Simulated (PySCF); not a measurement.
**Exercise with solution: entropy of an ideal gas**

CH₃BeI, SMILES [CH3][Be][I].

The structure is a stationary point at PBE0-D3(BJ)/def2-TZVP. The def2 effective core potentials stand for the cores of I; spin–orbit coupling is left out.

PySCF with PBE0-D3(BJ)/def2-TZVP gives the harmonic wavenumbers 191, 191, 354, 669, 669, 1033, 1236, 1435, 1435, 3034, 3112, 3112 cm⁻¹ and the rotational temperatures 7.7467, 0.1027, 0.1027 K. The molar mass is 150.95 g/mol, the symmetry number 3, the spin multiplicity 1.

**Question.** Work out the entropy at 298.15 K and 1 atm in the rigid-rotor, harmonic-oscillator model.

**Answer.** 
Translation (Sackur–Tetrode at 1 atm): S = R[1.5 ln M + 2.5 ln T − 1.16487] = 171.3 J/(mol K).
Rotation: q = (√π/σ) T^1.5/√(θA θB θC) = 10600, S = R[ln q + 3/2] = 89.6 J/(mol K).
Vibration: with u = 1.4388 ν/T, each mode gives R[u/(e^u − 1) − ln(1 − e^−u)]:
| ν (cm⁻¹) | modes | u | S (J/(mol K)) |
|---|---|---|---|
| 191 | 2 | 0.92 | 18.56 |
| 354 | 1 | 1.71 | 4.80 |
| 669 | 2 | 3.23 | 2.89 |
| 1033 | 1 | 4.98 | 0.34 |
| 1236 | 1 | 5.96 | 0.15 |
| 1435 | 2 | 6.92 | 0.13 |
The stiffer modes add less than 0.005 each. Sum 26.9 J/(mol K).
Spin: R ln 1 = 0.0 J/(mol K).
Total 287.8 J/(mol K); the program's own thermochemistry gives 287.8. Translation makes up 60 % and vibration 9 %. Anharmonicity, hindered rotation and orbital degeneracy are left out.
